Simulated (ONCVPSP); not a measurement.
**An all-electron radial function and its pseudo partner (Au (Z = 79))**

Columns: radius, all-electron u(r) and pseudo u(r) of the 5d shell (level -6.88 eV) of gold in the configuration [Kr] 4d10 4f14 5s2 5p6 5d10 6s1; PBE, scalar-relativistic, ONCV scheme, ONCVPSP 4.0.1.

| r (bohr) | all-electron | pseudo |
| --- | --- | --- |
| 0.088 | 0.2613 | 0.0018 |
| 0.175 | 0.0811 | 0.0134 |
| 0.262 | -0.2801 | 0.0428 |
| 0.350 | -0.4107 | 0.0955 |
| 0.438 | -0.3102 | 0.1719 |
| 0.525 | -0.0969 | 0.2672 |
| 0.612 | 0.1426 | 0.3754 |
| 0.700 | 0.3635 | 0.4891 |
| 0.788 | 0.5433 | 0.5977 |
| 0.875 | 0.6762 | 0.6918 |
| 0.962 | 0.7679 | 0.7669 |
| 1.050 | 0.8251 | 0.8206 |
| 1.138 | 0.8538 | 0.8513 |
| 1.225 | 0.8607 | 0.8613 |
| 1.312 | 0.8520 | 0.8544 |
| 1.400 | 0.8319 | 0.8345 |
| 1.487 | 0.8043 | 0.8062 |
| 1.575 | 0.7715 | 0.7723 |
| 1.662 | 0.7361 | 0.7362 |
| 1.750 | 0.6988 | 0.6988 |
| 1.838 | 0.6611 | 0.6611 |
| 1.925 | 0.6242 | 0.6242 |
| 2.012 | 0.5882 | 0.5882 |
| 2.100 | 0.5529 | 0.5529 |
| 2.188 | 0.5192 | 0.5192 |
| 2.275 | 0.4873 | 0.4873 |

Q: How many radial nodes do the two functions have?

A: The all-electron 5d function has n − l − 1 = 2; the pseudo-wave has 0, since the states of the same l below it are removed with the core.

Q: At about which radius was the pseudo-wave matched?

A: 1.75 bohr. The columns agree to 0.0005 from 1.66 bohr on; several derivatives are matched, so the curves merge somewhat inside the radius.

Q: Is the pseudo-wave norm-conserving?

A: Yes: the ONCV scheme keeps the norm inside the radius equal to the all-electron one, which fixes the energy derivative of the logarithmic derivative at the level.
